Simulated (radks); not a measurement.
Results of a calculation; reference values are marked as such.
Ionisation of the cerium ion Ce11+, [Kr] 4d10 5s1, to Ce12+, [Kr] 4d10, under several functionals. Scalar-relativistic Kohn-Sham, spin-polarised, spherical densities, point nucleus; open shells are filled with parallel spins first (spin-orbit coupling, left out, can overturn this in heavy ions); a radial shooting solver on a logarithmic mesh with Libxc functionals.

functional                               E(Ce11+) (hartree)  Exc (hartree)  IE (eV)  -e(HOMO) (eV)  <r> HOMO (bohr)  IE error (eV)
LDA (Slater exchange, VWN5 correlation)          -8822.1544      -196.7779   194.36         186.45            1.307           +2.1
BLYP                                             -8829.6121      -204.2709   194.28         186.07            1.311           +2.0
Wu-Cohen GGA                                     -8827.9533      -202.6126   193.83         185.99            1.308           +1.6
BP86                                             -8830.1876      -204.8627   193.55         185.85            1.307           +1.3
SOGGA                                            -8825.0948      -199.7398   193.57         185.65            1.309           +1.3
exchange-only PBE                                -8826.1438      -200.7842   193.16         184.99            1.315           +0.9

NIST Atomic Spectra Database: 192.2 eV (semi-empirical). Closest: exchange-only PBE. The Delta-SCF values span 1.20 eV, the total energies 8.03 hartree. The highest occupied level is 5s.
